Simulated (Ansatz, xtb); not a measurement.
Relative energy of two isomers of C6H11O+

We compare a, `CCC(C#[O+])CC`, a singlet, with b, `CC[C@H](C)CC#[O+]`, a singlet. Both are isolated ions in the gas phase, relaxed with B3LYP/def2-SVP; each stands in its lowest conformer found.

a (Å):

```yaml
atoms:
  - { symbol: C, position_ang: [-2.8540, -0.1133, -0.2284] }
  - { symbol: C, position_ang: [-1.4009, -0.2525, 0.2136] }
  - { symbol: C, position_ang: [-0.3990, 0.7231, -0.5021] }
  - { symbol: C, position_ang: [-0.4249, 0.4811, -1.9133] }
  - { symbol: C, position_ang: [1.0824, 0.6433, 0.0144] }
  - { symbol: C, position_ang: [2.0356, 1.6506, -0.6206] }
  - { symbol: O, position_ang: [-0.4264, 0.2413, -3.0111] }
  - { symbol: H, position_ang: [-3.2334, 0.9093, -0.0759] }
  - { symbol: H, position_ang: [-3.4853, -0.7912, 0.3645] }
  - { symbol: H, position_ang: [-3.0030, -0.3859, -1.2871] }
  - { symbol: H, position_ang: [-1.0318, -1.2823, 0.0856] }
  - { symbol: H, position_ang: [-1.2879, -0.0059, 1.2811] }
  - { symbol: H, position_ang: [-0.7675, 1.7662, -0.4053] }
  - { symbol: H, position_ang: [0.9907, 0.8160, 1.0983] }
  - { symbol: H, position_ang: [1.4377, -0.3915, -0.1126] }
  - { symbol: H, position_ang: [2.1724, 1.4812, -1.7023] }
  - { symbol: H, position_ang: [1.6962, 2.6876, -0.4712] }
  - { symbol: H, position_ang: [3.0292, 1.5588, -0.1580] }
```

b (Å):

```yaml
atoms:
  - { symbol: C, position_ang: [2.5817, 0.7084, -0.2717] }
  - { symbol: C, position_ang: [1.3556, 0.0005, 0.3019] }
  - { symbol: C, position_ang: [0.0415, 0.1932, -0.4774] }
  - { symbol: C, position_ang: [-1.1699, -0.4202, 0.2246] }
  - { symbol: C, position_ang: [0.2376, -0.4401, -1.9212] }
  - { symbol: C, position_ang: [-0.8586, -0.1734, -2.7864] }
  - { symbol: O, position_ang: [-1.7415, 0.0744, -3.4350] }
  - { symbol: H, position_ang: [3.4396, 0.5920, 0.4069] }
  - { symbol: H, position_ang: [2.4067, 1.7891, -0.3987] }
  - { symbol: H, position_ang: [2.9047, 0.2951, -1.2435] }
  - { symbol: H, position_ang: [1.1536, 0.3848, 1.3161] }
  - { symbol: H, position_ang: [1.5488, -1.0801, 0.4239] }
  - { symbol: H, position_ang: [-0.1202, 1.2737, -0.6308] }
  - { symbol: H, position_ang: [-2.1107, -0.2630, -0.3299] }
  - { symbol: H, position_ang: [-1.3008, 0.0504, 1.2101] }
  - { symbol: H, position_ang: [-1.0389, -1.5020, 0.3887] }
  - { symbol: H, position_ang: [1.1349, -0.0340, -2.4301] }
  - { symbol: H, position_ang: [0.3407, -1.5429, -1.8700] }
```

Task: Estimate which is lower in electronic energy at CCSD(T)/def2-SVP + ΔMP2/def2-TZVPP, and by roughly how much.

Result: The CCSD(T)/def2-SVP + ΔMP2/def2-TZVPP calculation puts structure a lower, by 0.122 eV.

The same difference at several levels:

```tsv
level	geometry	E(b) − E(a) (eV)	departure from the last row (eV)	job, with rough time for the two
GFN2-xTB	GFN2-xTB	−0.007	−0.128	optimisation, 0.18 s
HF/STO-3G	GFN2-xTB	+0.239	+0.118	single point, 0.36 s
r2SCAN-D4/def2-SVP	GFN2-xTB	+0.091	−0.030	single point, 4 s
B3LYP/def2-SVP	B3LYP/def2-SVP	+0.125	+0.003	optimisation, 48 s
HF/def2-SVP	B3LYP/def2-SVP	+0.169	+0.047	part of the CCSD(T) run
MP2/def2-SVP	B3LYP/def2-SVP	+0.122	+0.001	part of the CCSD(T) run
CCSD(T)/def2-SVP	B3LYP/def2-SVP	+0.130	+0.008	single point
CCSD(T)/def2-SVP + ΔMP2/def2-TZVPP	B3LYP/def2-SVP	+0.122		single point, 92 s
```

As drawn, both hold the same kinds of bond in the same numbers.

GFN2-xTB finds them nearly level. The largest departure from CCSD(T)/def2-SVP + ΔMP2/def2-TZVPP is that of GFN2-xTB, 0.128 eV. The last row adds to CCSD(T) the change of the MP2 difference between the two basis sets, here −0.008 eV.

With thermal terms from frequencies at re-optimised GFN2-xTB minima (ideal gas, soft modes damped towards free rotors, one conformer each, 298.15 K, 1 atm): the zero-point term adds −0.015 eV; ΔH is +0.097 and ΔG +0.129 eV.

The correlated steps freeze 7 core orbitals. Mirror images aren't counted in ΔG. Codes used: Ansatz 0.2.0, xtb 6.7.1; the last row on 4 threads of Arm Neoverse V1 on a shared host.
